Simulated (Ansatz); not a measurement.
Wavefunction ladder for C4H8Si, SMILES `C=C=C[SiH2]C`

```xyz
13

C     1.634    1.136    1.451
C     0.586    0.368    1.389
C    -0.460   -0.396    1.276
Si   -1.169   -0.833   -0.394
C    -0.171   -0.054   -1.762
H     2.635    0.720    1.446
H     1.535    2.214    1.523
H    -0.924   -0.783    2.183
H    -2.587   -0.376   -0.446
H    -1.185   -2.317   -0.531
H    -0.591   -0.312   -2.737
H    -0.167    1.034   -1.668
H     0.864   -0.399   -1.731
```

The species carries charge 0 and has multiplicity 1. All single points use the PBE0-D4/def2-TZVP geometry. It is one conformer, not always the lowest. Frozen core, restricted reference, Ansatz. CBS rows extrapolate triple and quadruple zeta; past MP2 they add the triple-zeta difference.

| basis | HF (Eh) | MP2 corr. | CCSD corr. | (T) | CCSD(T) total |
| --- | --- | --- | --- | --- | --- |
| def2-TZVPP | -445.08668 | ? | ? | -0.03727 | ? |
| def2-QZVPP | -445.10261 | ? | – | – | – |
| CBS(def2) | -445.10480 | -0.86203 | ? | as TZ | ? |

Problem. Fill in the withheld values. (An estimate is asked.)

Solution. Ansatz gave: def2-TZVPP MP2 corr.: -0.77465; def2-TZVPP CCSD corr.: -0.82726; def2-TZVPP CCSD(T) total: -445.95121; def2-QZVPP MP2 corr.: -0.82485; CBS(def2) CCSD corr.: -0.91464; CBS(def2) CCSD(T) total: -446.05671.
